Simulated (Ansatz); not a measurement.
Reaction (formal exchange of groups at the Si–N bond): `CN[SiH2][GaH2]` + `[AlH2][SiH3]` → `[AlH2][SiH2][SiH2][GaH2]` + CH₃NH₂

Computed with Ansatz on PBE0-D4/def2-TZVP structures; ΔE is electronic, products minus reactants. CBS: MP2 limit from def2 TZ/QZ plus the TZ coupled-cluster correction, frozen cores. This one scheme is used for every species. Functionals use def2-TZVPP. B3LYP here is the variant with VWN-RPA as its local correlation; programs differ in this. For Ga outer-core shells are correlated without core-valence functions, which leaves a few kJ/mol of doubt a bond. Scalar relativity is left out up to krypton. One conformer a species, not always the lowest.

```
             level  ΔE (kJ/mol)
         revPBE-D4         -1.4
             B3LYP         18.0
           r2SCAN0          8.8
             BHLYP         25.6
RPA@PBE/def2-TZVPP         17.4
      MP2/def2-SVP         13.7
  CCSD(T)/def2-SVP         10.8
    MP2/def2-TZVPP         17.7
```

**Question.** What does CCSD(T)/CBS give? (Estimate.)

**Answer.** Ansatz gave: +13.6 kJ/mol. The listed levels differ from it by -15.0, 4.4, -4.8, 12.0, 3.8, 0.1, -2.8, 4.1 kJ/mol.

Largest T1 diagnostic among the species: 0.014.

From PBE to PBE0 (25 % exact exchange), in def2-TZVPP and without D4, ΔE moves by +5.0 kJ/mol. Leaving LDA and LC-ωPBE aside and taking each functional with its dispersion term where it has one, the values, not all of them listed here, spread over 29.0 kJ/mol, from PBE-D4 to CAM-B3LYP-D4. LDA lies +6.0 kJ/mol from PBE without D4.
